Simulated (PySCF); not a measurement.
[Zr(CH3)2(H)2], neutral singlet in the gas phase. 

Z-matrix (Å, degrees):
```
Zr
H 1 1.8736
H 1 1.8737 2 112.21
C 1 2.1878 2 108.55 3 119.95
H 4 1.1116 1 115.90 2 119.16
H 4 1.1163 5 108.42 1 121.58
H 4 1.1163 5 108.41 6 116.80
C 1 2.1878 2 108.52 3 -119.95
H 8 1.1116 1 115.88 2 -118.81
H 8 1.1162 9 108.41 1 121.69
H 8 1.1163 9 108.40 10 116.79
```
Charge 0, spin multiplicity 1.

All levels are single points at this geometry (PBE-D3(BJ)/def2-SVP); Pople sets use spherical d functions. Orbital energies aren't observables, and empty levels follow the basis.

```tsv
level	HOMO (eV)	LUMO (eV)	gap (eV)	dipole (D)	vertical IE, Delta-SCF (eV)
B3LYP-D3(BJ)/def2-TZVP in PySCF	-7.64	-1.87	5.77	1.22	–
PBE-D3(BJ)/def2-TZVP in PySCF	-6.56	-2.58	3.98	1.30	–
TPSSh-D3(BJ)/def2-TZVP in PySCF	-7.16	-2.01	5.15	1.24	–
B3LYP/LANL2DZ in PySCF	-7.63	-1.98	5.65	1.49	–
PBE/6-31G* (LANL2DZ on Zr) in PySCF	-6.51	-2.67	3.84	1.74	–
HF/6-31G* (LANL2DZ on Zr) in PySCF	-11.03	1.17	12.20	1.43	–
```
